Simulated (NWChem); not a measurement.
System: CH₆GeO; SMILES [GeH3][O]C

```xyz
9

Ge    -0.0002     0.7059     0.0000
O     -0.6577    -0.9739     0.0000
C      0.2610    -2.0463     0.0000
H     -1.2555     1.6040     0.0000
H      0.8691     0.9188     1.2740
H      0.8691     0.9188    -1.2740
H      0.9223    -2.0534     0.9011
H     -0.3134    -2.9969     0.0000
H      0.9223    -2.0534    -0.9011
```
Atoms are numbered in this order, from 1.

Level: PBE-D3(BJ)/def2-SVP (NWChem), optimised geometry, unscaled harmonic frequencies. 

| frequency (cm⁻¹) | IR intensity (km/mol) |
|---|---|
| 122 | 3.0 |
| 144 | 0.2 |
| 217 | 1.1 |
| 597 | 41.8 |
| 603 | 43.7 |
| 637 | 50.0 |
| 821 | 153.6 |
| 824 | 41.5 |
| 853 | 62.1 |
| 1098 | 149.4 |
| 1133 | 0.5 |
| 1158 | 8.5 |
| 1416 | 3.9 |
| 1417 | 3.1 |
| 1427 | 23.2 |
| 2055 | 67.8 |
| 2058 | 148.2 |
| 2128 | 94.6 |
| 2888 | 83.2 |
| 2947 | 56.0 |
| 3022 | 31.3 |

```
Quantity                                                                           Result
-----------------------------------------------------------------------  ----------------
zero-point energy                                                           39.4 kcal/mol
thermal correction to the enthalpy at 298.15 K (with zero-point energy)     43.4 kcal/mol
heat capacity Cv                                                         17.5 cal/(mol K)
entropy at 298.15 K and 1 atm (symmetry number 1)                        73.9 cal/(mol K)
dipole moment                                                                      1.13 D
```

Rigid rotor and harmonic oscillator.
